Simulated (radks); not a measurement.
Computed order of ionisation of rhenium. At each step one electron was removed from each of the four highest sub-shells of the ion before, moves of one valence electron (up to charge 6) and the configuration listed by NIST were tried, and the lowest configuration was kept. Calculated with a radial shooting solver on a logarithmic mesh with Libxc functionals: scalar-relativistic Kohn-Sham, BLYP, spin-polarised, spherical densities, finite nucleus; Fermi nuclear charge, rms radius of each element as measured or else 0.836 A^(1/3) + 0.57 fm. Open shells are filled with parallel spins first.

species,lowest configuration found,NIST configuration,margin to the next tried (eV),IE (eV),NIST IE (eV),kind
Re,[Xe] 4f14 5d5 6s2,same,1.612,8.067,7.834,exp.
Re+,[Xe] 4f14 5d5 6s1,same,2.470,16.989,16.6,semi-emp.
Re2+,[Xe] 4f14 5d5,same,2.023,28.084,27,theory
Re3+,[Xe] 4f14 5d4,same,4.312,40.280,39,theory
Re4+,[Xe] 4f14 5d3,same,6.836,53.420,52,theory
Re5+,[Xe] 4f14 5d2,same,9.527,67.342,67,theory
Re6+,[Xe] 4f14 5d1,same,12.329,81.907,82.71,semi-emp.
Re7+,[Xe] 4f14,same,48.076,147.47,144.4,semi-emp.
Re8+,[Kr] 4d10 4f14 5s2 5p5,same,5.389,166.23,165,theory
Re9+,[Kr] 4d10 4f14 5s2 5p4,same,8.674,185.29,187,theory
Re10+,[Kr] 4d10 4f14 5s2 5p3,same,12.233,209.04,208,theory
Re11+,[Kr] 4d10 4f14 5s2 5p2,same,11.658,229.29,236,theory
Re12+,[Kr] 4d10 4f14 5s2 5p1,[Kr] 4d10 4f13 5s2 5p2 lies 15.698 eV higher,15.698,249.68,268,theory
Re13+,[Kr] 4d10 4f14 5s2,same,20.149,295.23,291,theory

Reference values: NIST Atomic Spectra Database (exp. = measured, semi-emp. = semi-empirical, theory = theoretical value adopted there). Open shells are spherical and high-spin; term and fine-structure splittings are not resolved. Spin-orbit splitting is averaged out at the scalar-relativistic level.
